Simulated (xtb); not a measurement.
C₄H₂F₃O₂, doublet, at a GFN2-xTB geometry; GFN1-xTB in xtb 6.7.1.

The xtb input:
```
$ xtb mol.xyz --gfn 1 --chrg 0 --uhf 1 --json

# file mol.xyz
11

O      0.82789346     1.23179624     0.36035721
C      0.28479060     0.17548767     0.04107469
C      0.94444449    -1.00447552    -0.38586818
C      2.30150257    -0.89639379    -0.42666776
O      3.00283525     0.10472525    -0.13516509
C     -1.25906103     0.06198459     0.09139805
F     -1.63968948    -0.90302803     0.93919210
F     -1.75514222    -0.25781263    -1.11120989
F     -1.83737272     1.19220159     0.47950405
H      0.40015599    -1.89020288    -0.64832010
H      2.41379458     0.89616470     0.15978629
```

What the program printed (banner, timings and long lists left out):

```
   ID    Z sym.   atoms
    1    8 O      1, 5
    2    6 C      2-4, 6
    3    9 F      7-9
    4    1 H      10, 11

           -------------------------------------------------
          |                Calculation Setup                |
           -------------------------------------------------

           -------------------------------------------------
          |                 G F N 1 - x T B                 |
           -------------------------------------------------

          ...................................................
          :                      SETUP                      :
          :.................................................:
          :  # basis functions                  40          :
          :  # atomic orbitals                  40          :
          :  # shells                           22          :
          :  # electrons                        51          :
          :  # halogen bonds                     0          :
          :  max. iterations                   250          :
          :  Hamiltonian                  GFN1-xTB          :
          :  restarted?                      false          :
          :  GBSA solvation                  false          :
          :  PC potential                    false          :
          :  electronic temp.          300.0000000     K    :
          :  accuracy                    1.0000000          :
          :  -> integral cutoff          0.2500000E+02      :
          :  -> integral neglect         0.1000000E-07      :
          :  -> SCF convergence          0.1000000E-05 Eh   :
          :  -> wf. convergence          0.2000000E-04 e    :
          :  Broyden damping             0.4000000          :
          :  net charge                          0          :
          :  unpaired electrons                  1          :
          ...................................................

 iter      E             dE          RMSdq      gap      omega  full diag
   1    -34.2968242 -0.342968E+02  0.825E+00    1.68       0.0  T
   2    -34.4369411 -0.140117E+00  0.473E+00    1.62       1.0  T
   3    -34.4374050 -0.463869E-03  0.185E+00    1.58       1.0  T
   4    -34.4407167 -0.331166E-02  0.187E-01    1.65       1.0  T
   5    -34.4411368 -0.420159E-03  0.524E-02    1.60       1.0  T
   6    -34.4411649 -0.280595E-04  0.232E-02    1.62       1.3  T
   7    -34.4411692 -0.433180E-05  0.295E-03    1.61      10.2  T
[...]
         :: total energy             -34.251833518703 Eh    ::
[...]
                  HL-Gap            0.0593414 Eh            1.6148 eV
             Fermi-level           -0.4081085 Eh          -11.1052 eV

  Mulliken/CM5 charges         n(s)   n(p)   n(d)
     1O    -0.49409 -0.56657   1.731  4.763  0.000
     2C     0.37226  0.40620   1.045  2.583  0.000
     3C    -0.17322 -0.21960   1.054  3.120  0.000
     4C     0.28992  0.31339   1.147  2.563  0.000
     5O    -0.41924 -0.59595   1.697  4.722  0.000
     6C     0.63175  0.68951   1.019  2.349  0.000
     7F    -0.23902 -0.26024   1.816  5.423  0.000
     8F    -0.23928 -0.26055   1.816  5.424  0.000
     9F    -0.21591 -0.23625   1.807  5.409  0.000
    10H     0.07143  0.13144   0.929  0.000  0.000
    11H     0.41540  0.59862   0.585  0.000  0.000

Wiberg/Mayer (AO) data.
largest (>0.10) Wiberg bond orders for each atom

 ---------------------------------------------------------------------------
     #   Z sym  total        # sym  WBO       # sym  WBO       # sym  WBO
 ---------------------------------------------------------------------------
     1   8 O    2.088 --     2 C    1.606     4 C    0.138    11 H    0.136
                             3 C    0.109
     2   6 C    3.902 --     1 O    1.606     3 C    1.231     6 C    0.863
     3   6 C    3.931 --     4 C    1.511     2 C    1.231    10 H    0.969
                             1 O    0.109
     4   6 C    3.243 --     3 C    1.511     5 O    1.410     1 O    0.138
     5   8 O    2.263 --     4 C    1.410    11 H    0.672
     6   6 C    3.761 --     9 F    0.956     7 F    0.929     8 F    0.929
                             2 C    0.863
     7   9 F    1.064 --     6 C    0.929
     8   9 F    1.064 --     6 C    0.929
     9   9 F    1.089 --     6 C    0.956
    10   1 H    1.003 --     3 C    0.969
    11   1 H    0.845 --     5 O    0.672     1 O    0.136
 ---------------------------------------------------------------------------

Topologies differ in total number of bonds
Writing topology from bond orders to xtbtopo.mol

 dipole moment from electron density (au)
     X       Y       Z
   0.3771  -0.5905  -0.2184  total (Debye):    1.865

           -------------------------------------------------
          | TOTAL ENERGY              -34.251833518703 Eh   |
          | GRADIENT NORM               0.026896735372 Eh/α |
          | HOMO-LUMO GAP               1.614761644697 eV   |
           -------------------------------------------------

normal termination of xtb
```
